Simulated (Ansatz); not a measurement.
Cost and result for the atomization energy of CH6BNSi (10 atoms, 11 bonds).

```xyz
10

B     1.128    0.828   -0.090
Si   -0.484   -0.091   -1.356
C    -0.419   -1.130    0.259
N    -0.010    0.215    0.588
H     1.231    2.014   -0.024
H     2.031    0.097   -0.373
H    -1.835    0.557   -1.112
H    -1.322   -1.449    0.767
H     0.402   -1.838    0.337
H    -0.723    0.796    1.005
```

The species carries charge 0 and has multiplicity 1. The bonds changed during the relaxation, so this is another structure than the one it started from. The structure was optimised at the PBE0-D4/def2-TZVP level. Program: Ansatz. All runs use 2 threads of an Arm Neoverse V1 on a shared host. Times are those of one run each, without the atoms' runs, and a repeat can differ threefold. Electronic energies, without spin–orbit coupling; frozen cores. CCSD(T)/CBS adds CCSD(T) − MP2 in def2-TZVPP to the MP2 limit, and its time is that of the two runs behind it. T1 = 0.016. B3LYP takes the VWN-RPA correlation (the form of Gaussian; ORCA's B3LYP/G). HSE06 is the plane-wave form, built on full-range PBE exchange.

CCSD(T)/CBS is a level of theory with its own doubt, some kJ/mol a heavy atom from the limit and from the frozen cores, so smaller differences don't rank the functionals.

| level | functions | wall time |
| --- | --- | --- |
| CCSD(T)/def2-SVP | 90 | 3.4 s |
| PBE-D4/def2-TZVPP (with forces) | 219 | 3.5 s |
| PBE0-D4/def2-TZVPP | 219 | 3.7 s |
| HSE06-D4/def2-TZVPP | 219 | 4 s |
| BHLYP-D4/def2-TZVPP | 219 | 4.1 s |
| B3LYP-D4/def2-TZVPP (with forces) | 219 | 6 s |
| r2SCANh-D4/def2-TZVPP | 219 | 6.5 s |
| B2PLYP/def2-TZVPP | 219 | 7 s |
| PBE-QIDH/def2-TZVPP | 219 | 7.5 s |
| ωB97X-V/def2-TZVPP | 219 | 11 s |
| MP2/def2-QZVPP | 421 | 35 s |
| CCSD(T)/def2-TZVPP | 219 | 90 s |
| CCSD(T)/CBS(def2) | – | 2.1 min |

Question: What atomization energy does each give, and how far from CCSD(T)/CBS? (Best estimate.)

Answer: Computed: 
| level | atomization (kcal/mol) | difference from CCSD(T)/CBS | per bond |
| --- | --- | --- | --- |
| CCSD(T)/def2-SVP | 788.7 | -46.6 | -4.2 |
| PBE-D4/def2-TZVPP (with forces) | 858.4 | 23.1 | 2.1 |
| PBE0-D4/def2-TZVPP | 843.3 | 8.0 | 0.7 |
| HSE06-D4/def2-TZVPP | 844.0 | 8.7 | 0.8 |
| BHLYP-D4/def2-TZVPP | 817.3 | -18.0 | -1.6 |
| B3LYP-D4/def2-TZVPP (with forces) | 841.8 | 6.5 | 0.6 |
| r2SCANh-D4/def2-TZVPP | 837.0 | 1.7 | 0.2 |
| B2PLYP/def2-TZVPP | 830.2 | -5.1 | -0.5 |
| PBE-QIDH/def2-TZVPP | 833.5 | -1.8 | -0.2 |
| ωB97X-V/def2-TZVPP | 841.0 | 5.7 | 0.5 |
| MP2/def2-QZVPP | 836.3 | 1.0 | 0.1 |
| CCSD(T)/def2-TZVPP | 813.5 | -21.8 | -2.0 |
| CCSD(T)/CBS(def2) | 835.3 | 0.0 | 0.0 |

From PBE to PBE0 (25 % exact exchange), in def2-TZVPP and without D4, the atomization energy moves by −14.3 kcal/mol: exact exchange takes away binding that semilocal exchange gives to molecules. In def2-TZVPP, CCSD(T) changes the Hartree–Fock value by +214.9 kcal/mol (the triples alone add +14.1 kcal/mol) and MP2 by +224.8 kcal/mol; breaking electron pairs costs correlation energy, which Hartree–Fock lacks. At CCSD(T), def2-SVP lies −46.6 kcal/mol from the extrapolated value and def2-TZVPP −21.8 kcal/mol: correlation converges slowly with the basis, and small sets miss more of it in the bonded molecule than in its fragments.
